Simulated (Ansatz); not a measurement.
GeH5, SMILES [GeH5-], charge -1.

Geometry: B3LYP-D3(BJ)/def2-TZVPD.

Two levels are set side by side: PBE/def2-TZVPD (Ansatz, an electronic-structure program) and ωB97X-V/def2-TZVPD (Ansatz). Energy differences of separate SCF runs at the same geometry; the states with an electron removed or added have multiplicity 2. Differences are taken from unrounded values.

```tsv
quantity	ωB97X-V	PBE	PBE minus ωB97X-V
vertical ionisation energy (eV)	1.99	1.65	-0.34
vertical singlet–triplet gap (eV)	3.24	2.45	-0.79
```
